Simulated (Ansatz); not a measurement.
System: 2-methylpropane-1-selenol, C4H10Se, net charge 0, singlet state. SMILES: CC(C)C[SeH]
Coordinates optimised at B3LYP-D3(BJ)/def2-TZVP (Ansatz, a program for electronic structure):
```xyz
15

C     -1.4468     2.4066     0.5322
C     -1.0910     0.9876     0.0802
C     -1.9403    -0.0466     0.8189
C      0.4042     0.7538     0.2765
Se     0.9649    -1.0151    -0.4362
H     -2.5061     2.6113     0.3655
H     -1.2464     2.5367     1.5990
H     -0.8692     3.1559    -0.0125
H     -1.3038     0.9071    -0.9908
H     -1.7329    -0.0199     1.8920
H     -1.7451    -1.0614     0.4686
H     -3.0035     0.1543     0.6771
H      0.6646     0.7884     1.3342
H      0.9832     1.5048    -0.2562
H      2.3949    -0.6741    -0.4922
```

Parts of the frozen-core correlation energy in STO-3G (Ansatz, hartree). Frozen orbitals: 18; correlated occupied orbitals by spin: 16 and 16; virtual: 14 and 14. No spin-orbit coupling. No relativistic terms.

```
term                             value
-------------------------  -----------
reference (HF)             -2529.01343
MP2 opposite-spin                    ?
MP2 same-spin                        ?
CCSD correlation              -0.30959
(T)                                  ?
T1 diagnostic                    0.004
largest doubles amplitude        0.072
```

Problem. What belongs in the gaps?

Solution. 
- MP2 opposite-spin, value: -0.20893
- MP2 same-spin, value: -0.02395
- (T), value: -0.00187
